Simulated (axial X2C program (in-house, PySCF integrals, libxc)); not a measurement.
Bond lengths and stretching modes, held linear, of InOH⁻

Computed with an in-house all-electron X2C program for linear molecules (integrals from PySCF): two-component X2C with atomic mean-field Coulomb and Gaunt terms, Gaussian nuclei, basis In dyall-v3z, O dyall-av3z, H dyall-v3z with contracted cores. Spin-free rows use the one-electron spin-free X2C Hamiltonian.

Masses In 114.904, O 15.995, H 1.008 u. States: 2c Ω = 1/2 (beyond evenly filled blocks: ω = 1/2); spin-free M_S = 1/2, Λ = 1 (beyond evenly filled blocks: π+α).

B3LYP, spin-free: energies above the lowest point

```json
{"r(In–O) (Å)": "2.0377", "r(O–H) (Å)": "0.9301", "E (meV)": "50.01"}
{"r(In–O) (Å)": "2.0377", "r(O–H) (Å)": "0.9540", "E (meV)": "31.31"}
{"r(In–O) (Å)": "2.0377", "r(O–H) (Å)": "0.9778", "E (meV)": "43.03"}
{"r(In–O) (Å)": "2.0900", "r(O–H) (Å)": "0.9301", "E (meV)": "20.14"}
{"r(In–O) (Å)": "2.0900", "r(O–H) (Å)": "0.9540", "E (meV)": "1.16"}
{"r(In–O) (Å)": "2.0900", "r(O–H) (Å)": "0.9778", "E (meV)": "12.64"}
{"r(In–O) (Å)": "2.0900", "r(O–H) (Å)": "1.0017", "E (meV)": "49.90"}
{"r(In–O) (Å)": "2.1422", "r(O–H) (Å)": "0.9301", "E (meV)": "19.30"}
{"r(In–O) (Å)": "2.1422", "r(O–H) (Å)": "0.9540", "E (meV)": "0.00"}
{"r(In–O) (Å)": "2.1422", "r(O–H) (Å)": "0.9778", "E (meV)": "11.18"}
{"r(In–O) (Å)": "2.1945", "r(O–H) (Å)": "0.9540", "E (meV)": "20.73"}
{"r(In–O) (Å)": "2.1945", "r(O–H) (Å)": "1.0017", "E (meV)": "68.25"}
```

Task: Fit a quadratic surface with cubic terms in each bond: where is the minimum, and what are the two stretching wavenumbers?

Result: At B3LYP, spin-free: bonds 2.118 and 0.956 Å; harmonic stretches 410.9 and 3888.3 cm⁻¹; force constants 1.48, 8.44 and coupling -0.04 mdyn/Å.

The other levels and Hamiltonians give:

| Hamiltonian | level | r(In–O) (Å) | r(O–H) (Å) | lower stretch (cm⁻¹) | upper stretch (cm⁻¹) |
| --- | --- | --- | --- | --- | --- |
| 2c | PBE0 | 2.092 | 0.953 | 429.0 | 3954.6 |
| 2c | HF | 2.083 | 0.934 | 440.9 | 4215.5 |
| 2c | B3LYP | 2.123 | 0.957 | 406.1 | 3885.0 |
| 2c | MP2 | 2.094 | 0.957 | 420.8 | 3925.4 |
| spin-free | PBE0 | 2.088 | 0.953 | 433.0 | 3956.9 |
| spin-free | HF | 2.078 | 0.934 | 444.8 | 4216.9 |
| spin-free | MP2 | 2.090 | 0.957 | 424.9 | 3927.6 |

Each state is one determinant, the lowest of a limited PBE0 search; the stretches come from a fit to these few points and carry an uncertainty of a few per cent. Other orders of the atoms were not compared. MP2 freezes inner shells (threshold -2 hartree). For an anion the highest level of a functional can be positive, and the basis then holds the extra electron. The molecule was held linear; bending was not examined, so a bent shape may lie lower. Note: functional without a current term on a determinant with orbital currents, of the molecule or an atom.
